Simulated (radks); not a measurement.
Results of a calculation; reference values are marked as such.
Species: Sm. Configuration: [Kr] 4d10 4f6 5s1 5p6 6s2 5f1 (not the ground configuration). Level of theory: scalar-relativistic Kohn-Sham, SOGGA, spin-polarised, spherical densities, point nucleus; open shells are filled with parallel spins first (spin-orbit coupling, left out, can overturn this in heavy ions) (a radial shooting solver on a logarithmic mesh with Libxc functionals).

Normalised radial functions P(r) = r R(r), r in bohr:

r	5s up	5f up
0.001371	0.0526	0.0000
0.001934	0.0687	0.0000
0.00275	0.0888	0.0000
0.00391	0.1118	0.0000
0.00556	0.1352	0.0000
0.007905	0.1538	0.0000
0.01115	0.1579	0.0000
0.01586	0.1334	0.0000
0.02255	0.0646	0.0000
0.03206	-0.0529	0.0000
0.04522	-0.1853	0.0001
0.0643	-0.2537	0.0002
0.09143	-0.1421	0.0006
0.13	0.1533	0.0016
0.1848	0.3686	0.0036
0.2607	0.1483	0.0066
0.3708	-0.3912	0.0102
0.5272	-0.4787	0.0124
0.7496	0.2218	0.0114
1.057	0.9175	0.0071
1.503	0.9128	-0.0004
2.138	0.4405	-0.0111
3.04	0.1045	-0.0275
4.322	0.0107	-0.0535
6.097	0.0004	-0.0907
8.669	0.0000	-0.1587
12.33	0.0000	-0.2528
17.53	0.0000	-0.2859
24.72	0.0000	-0.1265
35.16	0.0000	-0.0237
49.99	0.0000	-0.0015

5s up: eigenvalue -54.162 eV, 4 radial nodes at r = 0.0278, 0.110, 0.288, 0.686 bohr, <r> = 1.38 bohr, 90 % of the charge inside 1.98 bohr. 5f up: eigenvalue -0.448 eV, 1 radial node at r = 1.48 bohr, <r> = 16.2 bohr, 90 % of the charge inside 22.6 bohr.
